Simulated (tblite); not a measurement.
Species: C₅H₉O₂PSi₂.
Bonds: C1–C2, C2–C3 (triple), C3–C4, C4–O5 (double), C4–C6, C6–O7 (double), C6–Si8, Si8–Si9, Si9–P10. Hydrogens: H11, H12, H13 on C1; H14, H15 on Si8; H16, H17 on Si9; H18, H19 on P10.

Computed geometry: GFN2-xTB, gas phase.

(1) Give the optimised bond lengths and angles.

Answers

(1) 
```json
{"bond": "C1–C2", "length (pm)": "143.7"}
{"bond": "C2≡C3", "length (pm)": "120.8"}
{"bond": "C3–C4", "length (pm)": "141.5"}
{"bond": "C4=O5", "length (pm)": "122.3"}
{"bond": "C4–C6", "length (pm)": "150.6"}
{"bond": "C6=O7", "length (pm)": "120.6"}
{"bond": "C6–Si8", "length (pm)": "192.6"}
{"bond": "Si8–Si9", "length (pm)": "233.4"}
{"bond": "Si9–P10", "length (pm)": "223.2"}
{"bond": "C1–H11, C1–H12, C1–H13", "length (pm)": "109.0"}
{"bond": "Si8–H14, Si8–H15", "length (pm)": "146.5"}
{"bond": "Si9–H16, Si9–H17", "length (pm)": "147.2"}
{"bond": "P10–H18", "length (pm)": "137.8"}
{"bond": "P10–H19", "length (pm)": "139.6"}
```

Bonds in one row agree within 1 pm and their mean is given. A selection of angles:
```json
{"angle": "C2–C1–H11", "degrees": "110.0"}
{"angle": "H11–C1–H12", "degrees": "108.7"}
{"angle": "C1–C2–C3", "degrees": "179.1"}
{"angle": "C2–C3–C4", "degrees": "174.5"}
{"angle": "C3–C4–O5", "degrees": "125.9"}
{"angle": "C3–C4–C6", "degrees": "114.4"}
{"angle": "O5–C4–C6", "degrees": "119.3"}
{"angle": "C4–C6–O7", "degrees": "125.8"}
{"angle": "C4–C6–Si8", "degrees": "109.0"}
{"angle": "O7–C6–Si8", "degrees": "124.8"}
{"angle": "C6–Si8–Si9", "degrees": "104.8"}
{"angle": "C6–Si8–H14", "degrees": "104.7"}
{"angle": "Si9–Si8–H14", "degrees": "115.7"}
{"angle": "Si9–Si8–H15", "degrees": "117.9"}
{"angle": "H14–Si8–H15", "degrees": "107.5"}
{"angle": "Si8–Si9–P10", "degrees": "110.3"}
{"angle": "Si8–Si9–H16", "degrees": "108.7"}
{"angle": "P10–Si9–H16", "degrees": "114.5"}
{"angle": "P10–Si9–H17", "degrees": "107.3"}
{"angle": "H16–Si9–H17", "degrees": "105.8"}
{"angle": "Si9–P10–H18", "degrees": "96.5"}
{"angle": "Si9–P10–H19", "degrees": "93.8"}
{"angle": "H18–P10–H19", "degrees": "92.2"}
```

Dihedral angles: C3–C4–C6–O7 53° (synclinal); C4–C6–Si8–Si9 -73° (synclinal); C6–Si8–Si9–P10 25° (synperiplanar). The mirror-image conformer, all signs reversed, is as good.

The 4 C–C bonds span 1.208 Å (C2≡C3, drawn triple) to 1.506 Å (C4–C6, drawn single), a spread of 0.298 Å. Of the pairs four or more bonds apart, O5···P10 is among the closest relative to their van der Waals radii: 2.54 Å, 76 % of the sum of Bondi's values. P10 (three-coordinate phosphorus) is pyramidal (angles 96.5°, 93.8° and 92.2°, sum 282.5°, 0.84 Å off the plane of its three neighbours). Si8 (SiH2 silicon) is distorted tetrahedral (angles from 104.7° to 117.9°). Si9 (SiH2 silicon) is distorted tetrahedral (angles from 105.8° to 114.5°).

Point group: C1 (no symmetry element, even within 0.4 Å). GFN2-xTB frequencies show an imaginary mode (26i cm⁻¹), so the point is no minimum at that level. Torsions: C3–C4–C6–O7 53°, C4–C6–Si8–Si9 -73°, C6–Si8–Si9–P10 25°, Si8–Si9–P10–H 93° and -174°. 3 starts were optimised and ended at 0.00, 1.47 and 2.25 kcal/mol (GFN2-xTB); the lowest of these is shown.
